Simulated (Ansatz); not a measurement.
Energy difference R1 + R2 → P1, each structure at its B3LYP-D3(BJ)/def2-TZVP stationary point, reached from a drawn start (curvature not checked).
R1: CF3 (SMILES F[C](F)F), charge 0, multiplicity 2.
R2: F atom, charge 0, multiplicity 2.
P1, CF4 (SMILES FC(F)(F)F) (charge 0, multiplicity 1):
```xyz
5

F      0.01009     1.21260    -0.53658
C      0.00000     0.00002    -0.00002
F      1.15015    -0.60723    -0.25838
F     -0.16272     0.09869     1.31228
F     -0.99752    -0.70399    -0.51740
```

P less R. No zero-point or thermal terms; singlets are restricted closed shells; open shells are unrestricted; no spin–orbit coupling.

Cores are frozen in the correlated methods.

The values were computed with Ansatz (Gaussian orbitals). No computed number here is a measurement.

Total energies in hartree:

```csv
structure,PBE/def2-TZVPP,PBE0/def2-TZVPP,CCSD(T)/cc-pVQZ
R1,-337.396761,-337.392695,-337.279252
R2,-99.669123,-99.676173,-99.650258
P1,-437.276179,-437.272987,-437.139388
```

Problem. Work out the reaction energy at each level in kcal/mol (1 hartree = 627.50947 kcal/mol), and say how far PBE/def2-TZVPP lies from CCSD(T)/cc-pVQZ.

Solution. 
- PBE/def2-TZVPP: (-437.276179) − (-337.396761) − (-99.669123) = -0.210295 hartree = -131.96 kcal/mol
- PBE0/def2-TZVPP: (-437.272987) − (-337.392695) − (-99.676173) = -0.204119 hartree = -128.09 kcal/mol
- CCSD(T)/cc-pVQZ: (-437.139388) − (-337.279252) − (-99.650258) = -0.209878 hartree = -131.70 kcal/mol
PBE/def2-TZVPP less CCSD(T)/cc-pVQZ: -0.26 kcal/mol. CCSD(T)/cc-pVQZ is the level counted from, the highest shown, and no exact or measured value.

Ansatz is a first-principles code.
